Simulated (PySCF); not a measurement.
IIn, charge -1, sextet, geometry from GFN2-xTB of the parent state (such geometries of metal compounds can be far from the true shape) (a state made from the parent by changing its charge; the spin is typed, not shown lowest) (core potentials on I, In) (a gas-phase anion, which may not be bound at this level); HF/def2-SVP (PySCF).

The PySCF input:
```python
from pyscf import gto, scf

mol = gto.Mole()
mol.atom = '''
    In   -0.00000000   -0.00000000   -1.55479354
    I     0.00000000    0.00000000    1.43745064
'''
mol.basis = 'def2-svp'
mol.ecp = {'I': 'def2-svp', 'In': 'def2-svp'}
mol.charge = -1
mol.spin = 5
mol.verbose = 4
mol.build()

mf = scf.ROHF(mol)
mf.kernel()
mf.analyze()
```

What the program printed (banner, timings and long lists left out):

```
PySCF version 2.14.0

[INPUT] verbose = 4
[INPUT] num. atoms = 2
[INPUT] num. electrons = 47
[INPUT] charge = -1
[INPUT] spin (= nelec alpha-beta = 2S) = 5
[INPUT] symmetry False subgroup None
[INPUT] Mole.unit = angstrom
[INPUT] Symbol           X                Y                Z      unit          X                Y                Z       unit  Magmom
[INPUT]  1 In     0.000000000000   0.000000000000  -1.554793540000 AA    0.000000000000   0.000000000000  -2.938133970843 Bohr   0.0
[INPUT]  2 I      0.000000000000   0.000000000000   1.437450640000 AA    0.000000000000   0.000000000000   2.716388027181 Bohr   0.0

nuclear repulsion = 92.8460443134691
number of shells = 20
number of NR pGTOs = 122
number of NR cGTOs = 52
basis = def2-svp
ecp = {'I': 'def2-svp', 'In': 'def2-svp'}

******** <class 'pyscf.scf.rohf.ROHF'> ********
method = ROHF
initial guess = minao
damping factor = 0
level_shift factor = 0
DIIS = <class 'pyscf.scf.diis.CDIIS'>
diis_start_cycle = 1
diis_space = 8
diis_damp = 0
SCF conv_tol = 1e-09
SCF conv_tol_grad = None
SCF max_cycles = 50
direct_scf = True
direct_scf_tol = 1e-13
num. doubly occ = 21  num. singly occ = 5
Set gradient conv threshold to 3.16228e-05
init E= -432.000286123698
  HOMO = -0.751419303560976  LUMO = -0.516167375056583  gap/eV = 6.40153
cycle= 1 E= -484.562892537005  delta_E= -52.6  |g|= 2.13  |ddm|=   10
  HOMO = 0.322143034788581  LUMO = 0.560870788278956  gap/eV = 6.49611
cycle= 2 E= -485.472595091429  delta_E= -0.91  |g|= 0.913  |ddm|= 5.65
  HOMO = 0.153780419075504  LUMO = 0.388666351742018  gap/eV = 6.39157
cycle= 3 E= -485.71636457183  delta_E= -0.244  |g|= 0.0807  |ddm|= 2.47
  HOMO = 0.161856990931136  LUMO = 0.425745414160386  gap/eV = 7.18077
cycle= 4 E= -485.720434782014  delta_E= -0.00407  |g|= 0.0231  |ddm|= 0.26
  HOMO = 0.162613606928103  LUMO = 0.426853272698517  gap/eV = 7.19033
cycle= 5 E= -485.720870143736  delta_E= -0.000435  |g|= 0.00856  |ddm|= 0.0981
  HOMO = 0.167133438082631  LUMO = 0.428377562165376  gap/eV = 7.10881
cycle= 6 E= -485.72095487397  delta_E= -8.47e-05  |g|= 0.00217  |ddm|= 0.0428
  HOMO = 0.16627143714264  LUMO = 0.427596813930164  gap/eV = 7.11103
cycle= 7 E= -485.720958602397  delta_E= -3.73e-06  |g|= 0.000485  |ddm|= 0.0102
  HOMO = 0.166335950618833  LUMO = 0.427539648110215  gap/eV = 7.10771
cycle= 8 E= -485.720958819248  delta_E= -2.17e-07  |g|= 0.000101  |ddm|= 0.00223
  HOMO = 0.166355939613086  LUMO = 0.427555290705965  gap/eV = 7.10760
cycle= 9 E= -485.720958828051  delta_E= -8.8e-09  |g|= 2.23e-05  |ddm|= 0.00046
  HOMO = 0.166354257739639  LUMO = 0.427552015867701  gap/eV = 7.10755
cycle= 10 E= -485.720958828539  delta_E= -4.88e-10  |g|= 3.5e-06  |ddm|= 0.000115
  HOMO = 0.166355400169127  LUMO = 0.42755171947699  gap/eV = 7.10751
Extra cycle  E= -485.720958828551  delta_E= -1.22e-11  |g|= 1.47e-06  |ddm|= 1.3e-05
converged SCF energy = -485.720958828551
**** SCF Summaries ****
Total Energy =                        -485.720958828551431
Nuclear Repulsion Energy =              92.846044313469122
One-electron Energy =                -1044.629351818335181
Two-electron Energy =                  466.062348676314627
Two-electron Coulomb Energy =          503.302026540832685
DFT Exchange-Correlation Energy =      -37.239677864518058
HOMO-LUMO gap [eV] =                     7.107513871689433
**** MO energy ****
                Roothaan           | alpha              | beta
MO #1   energy= -7.63825311710144  | -7.64426568300513  | -7.63224055119646  occ= 2
MO #2   energy= -5.49566465795533  | -5.50733111701528  | -5.48399819890086  occ= 2
MO #3   energy= -5.48232205544962  | -5.48558787873168  | -5.47905623218894  occ= 2
MO #4   energy= -5.48027809826401  | -5.48272289167551  | -5.47783330485418  occ= 2
MO #5   energy= -5.17989654779525  | -5.19071636493276  | -5.16907673070521  occ= 2
MO #6   energy= -3.43695608554741  | -3.44494905738294  | -3.4289631141214   occ= 2
MO #7   energy= -3.43508948281194  | -3.44361432528192  | -3.42656464045513  occ= 2
MO #8   energy= -3.4348205138261   | -3.44330571237152  | -3.42633531536018  occ= 2
MO #9   energy= -2.19041343119162  | -2.19814095340156  | -2.18268590894105  occ= 2
MO #10  energy= -2.18624841735961  | -2.19274556574279  | -2.17975126894098  occ= 2
MO #11  energy= -2.18428669099803  | -2.190371293883    | -2.17820208811307  occ= 2
MO #12  energy= -2.17039940522252  | -2.17263561221126  | -2.16816319821038  occ= 2
MO #13  energy= -2.17026945424193  | -2.17245139357294  | -2.16808751490534  occ= 2
MO #14  energy= -0.822687536840048 | -0.83447584989194  | -0.810899223831795 occ= 2
MO #15  energy= -0.817725455998682 | -0.828457553208997 | -0.806993359340999 occ= 2
MO #16  energy= -0.817469461369495 | -0.828079724851546 | -0.806859197943712 occ= 2
MO #17  energy= -0.815606014864716 | -0.826460066273573 | -0.804751963455875 occ= 2
MO #18  energy= -0.815602674914405 | -0.826458523090956 | -0.80474682673797  occ= 2
MO #19  energy= -0.758665732414235 | -0.809529028159669 | -0.707802431214179 occ= 2
MO #20  energy= -0.301278602330668 | -0.335105102686111 | -0.267452028417512 occ= 2
MO #21  energy= -0.271182163861996 | -0.28754109801804  | -0.254823232696649 occ= 2
MO #22  energy= -0.131505412162124 | -0.336836857280635 | 0.0738261168350389 occ= 1
MO #23  energy= -0.0536394387504293 | -0.282452261952134 | 0.175173249504959  occ= 1
MO #24  energy= 0.127062260511381  | -0.0437790870913339 | 0.297903449711516  occ= 1
MO #25  energy= 0.128805731910071  | -0.0403420641002916 | 0.297953373162284  occ= 1
MO #26  energy= 0.166355400169127  | 0.0090182628767324 | 0.323692253670548  occ= 1
MO #27  energy= 0.42755171947699   | 0.39368944463018   | 0.461414005872846  occ= 0
MO #28  energy= 0.476810784257221  | 0.43424876130566   | 0.519372940665185  occ= 0
MO #29  energy= 0.482265756949432  | 0.442486350494441  | 0.52204533407584   occ= 0
MO #30  energy= 0.484579100767378  | 0.445251210227685  | 0.523907181529789  occ= 0
MO #31  energy= 0.569350626490434  | 0.546512132054947  | 0.592189211400113  occ= 0
MO #32  energy= 0.613651717327522  | 0.562806183181693  | 0.66449720270243   occ= 0
MO #33  energy= 0.616566551746731  | 0.579035453318286  | 0.654097606020892  occ= 0
MO #34  energy= 0.675010658780447  | 0.642781012333082  | 0.70724026452143   occ= 0

WARN: System has nonzero charge -1; the dipole moment is origin-dependent.
Location of origin: [0. 0. 0.]

Dipole moment(X, Y, Z, Debye):  0.00000, -0.00000,  9.70613
```
